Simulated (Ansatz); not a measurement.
Mg₂Te (the lowest singlet isomer of a short search) was relaxed with B3LYP-D4 (def2-TZVP) in Ansatz in these states: charge +1 doublet, neutral quintet, neutral triplet. The geometries follow in no particular order.

In the def2 sets Te takes a core potential; there is no spin–orbit coupling.

A:

```xyz
3

Mg   -1.683   -0.123    1.365
Mg    1.984    0.690   -0.546
Te   -0.301   -0.566   -0.819
```

B:

```
atom   x (Å)   y (Å)   z (Å)
 Mg1   0.323   2.005  -0.133
 Mg2   0.888  -1.831   0.040
 Te3  -1.211  -0.174   0.092
```

C:

```xyz
3

Mg    1.153   -0.061   -1.546
Mg    0.174    0.806    1.745
Te   -1.327   -0.745   -0.198
```

**Question.** Judge from the bond lengths which geometry belongs to which state (an estimate).

**Answer.** A is the charge +1 doublet (Mg1–Mg2 4.214 Å, Mg2–Te3 2.622 Å, Mg1–Te3 2.622 Å); B is the neutral triplet (Mg1–Mg2 3.881 Å, Mg2–Te3 2.675 Å, Mg1–Te3 2.675 Å); C is the neutral quintet (Mg1–Mg2 3.542 Å, Mg2–Te3 2.905 Å, Mg1–Te3 2.905 Å).

At PBE0-D4/def2-TZVP a triplet lies 2.68 eV below the neutral quintet. These are the stationary points nearest to one start from a short search; other shapes may lie lower in each state.
